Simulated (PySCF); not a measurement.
# Ionisation energy of Mo+ by level of theory

Mo+ [Kr] 4d5 (6S) → Mo(2+) [Kr] 4d4 (5D), as a difference of total energies. Calculation: PySCF 2.14, in aug-cc-pVTZ-PP with ECP28MDF; a scalar-relativistic core potential. Correlated levels: valence: 4s2 4p6 frozen. The calculations carry no spin-orbit coupling.

```json
{"method": "UHF", "ionisation energy (eV)": "15.082"}
{"method": "LDA", "ionisation energy (eV)": "16.638"}
{"method": "PBE", "ionisation energy (eV)": "16.408"}
{"method": "PBE0", "ionisation energy (eV)": "16.270"}
{"method": "r2SCAN", "ionisation energy (eV)": "16.286"}
{"method": "MN15", "ionisation energy (eV)": "16.137"}
{"method": "BHandHLYP", "ionisation energy (eV)": "15.833"}
{"method": "TPSS", "ionisation energy (eV)": "16.127"}
{"method": "BLYP", "ionisation energy (eV)": "16.110"}
{"method": "MP2 (valence)", "ionisation energy (eV)": "15.746"}
{"method": "SCS-MP2 (valence)", "ionisation energy (eV)": "15.303"}
```

Question: How much does correlation contribute at MP2 (valence)?

Answer: 15.746 − (15.082) = 0.664 eV, measured against UHF.

The reference lies between the lowest fine-structure levels, while these numbers refer to the centres of the terms.

Errors of the correlated levels include the incompleteness of this basis and the frozen core.

For comparison: 16.16 ± 0.12 eV (semi-empirical (NIST evaluation); NIST Atomic Spectra Database, ionization energies).
